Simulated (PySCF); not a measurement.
## Electron correlation in Pd⁺ (palladium, charge +1)

[Kr] 4d8 5p1, one real determinant (an excited configuration). All numbers are calculated (PySCF 2.14, the spin-free X2C one-electron Hamiltonian (Gaussian nucleus), in aug-cc-pVTZ-DK (9s8p6d3f2g, 102 functions)). Frozen: [Kr]; 9 electrons correlated.

```
  level  correlation energy (mhartree)
   CCSD                        -234.56
    (T)                          -7.86
CCSD(T)                        -242.42
```

Diagnostics: T1 = 0.014, D1 = 0.0550, largest double amplitude 0.032.

The real determinant used has ⟨L²⟩ near 14 against 20 for a pure G term, so it mixes terms.

Cost of the coupled-cluster step: about 70 core-seconds, for 9 correlated electrons.

Iterations:

```
CC2 = 0
CCSD nocc = (np.int64(6), np.int64(3)), nmo = (84, 84)
frozen orbitals [[0, 1, 2, 3, 4, 5, 6, 7, 8, 9, 10, 11, 12, 13, 14, 15, 16, 17], [0, 1, 2, 3, 4, 5, 6, 7, 8, 9, 10, 11, 12, 13, 14, 15, 16, 17]]
max_cycle = 100
direct = 0
conv_tol = 1e-08
conv_tol_normt = 1e-06
diis_space = 8
diis_start_cycle = 0
Init t2, MP2 energy = -0.236529259129897
Init E_corr(UCCSD) = -0.23652925913086
cycle = 1  E_corr(UCCSD) = -0.231374288771349  dE = 0.00515497036  norm(t1,t2) = 0.0408029
cycle = 2  E_corr(UCCSD) = -0.233342599522102  dE = -0.00196831075  norm(t1,t2) = 0.0175578
cycle = 3  E_corr(UCCSD) = -0.234238893693807  dE = -0.000896294172  norm(t1,t2) = 0.0105106
cycle = 4  E_corr(UCCSD) = -0.234421381381762  dE = -0.000182487688  norm(t1,t2) = 0.00439503
cycle = 5  E_corr(UCCSD) = -0.234471943459813  dE = -5.05620781e-05  norm(t1,t2) = 0.00338095
cycle = 6  E_corr(UCCSD) = -0.234542111807284  dE = -7.01683475e-05  norm(t1,t2) = 0.00167142
cycle = 7  E_corr(UCCSD) = -0.234542257231811  dE = -1.45424527e-07  norm(t1,t2) = 0.00252029
cycle = 8  E_corr(UCCSD) = -0.234566388951397  dE = -2.41317196e-05  norm(t1,t2) = 0.00212418
cycle = 9  E_corr(UCCSD) = -0.234552256015577  dE = 1.41329358e-05  norm(t1,t2) = 0.000512183
cycle = 10  E_corr(UCCSD) = -0.234554656331022  dE = -2.40031544e-06  norm(t1,t2) = 0.000367835
cycle = 11  E_corr(UCCSD) = -0.234559788292981  dE = -5.13196196e-06  norm(t1,t2) = 0.000265948
cycle = 12  E_corr(UCCSD) = -0.234559989857136  dE = -2.01564155e-07  norm(t1,t2) = 0.000118019
cycle = 13  E_corr(UCCSD) = -0.234560331102198  dE = -3.41245062e-07  norm(t1,t2) = 5.82814e-05
cycle = 14  E_corr(UCCSD) = -0.234559556951927  dE = 7.74150271e-07  norm(t1,t2) = 1.93136e-05
cycle = 15  E_corr(UCCSD) = -0.234559688190007  dE = -1.3123808e-07  norm(t1,t2) = 6.84047e-06
cycle = 16  E_corr(UCCSD) = -0.234559748480227  dE = -6.02902199e-08  norm(t1,t2) = 5.2591e-06
cycle = 17  E_corr(UCCSD) = -0.234559774420885  dE = -2.59406581e-08  norm(t1,t2) = 1.58976e-05
cycle = 18  E_corr(UCCSD) = -0.234559875627532  dE = -1.01206647e-07  norm(t1,t2) = 3.23965e-06
cycle = 19  E_corr(UCCSD) = -0.23455993869806  dE = -6.30705288e-08  norm(t1,t2) = 2.02411e-06
cycle = 20  E_corr(UCCSD) = -0.234559948307331  dE = -9.60927066e-09  norm(t1,t2) = 1.32419e-06
cycle = 21  E_corr(UCCSD) = -0.234559958288866  dE = -9.98153504e-09  norm(t1,t2) = 8.43766e-07
UCCSD converged
E(UCCSD) = -5042.32436881853  E_corr = -0.234559958288866
UCCSD(T) correction = -0.00786155596277143
```

The reference is one real determinant that mixes LS terms of this configuration.
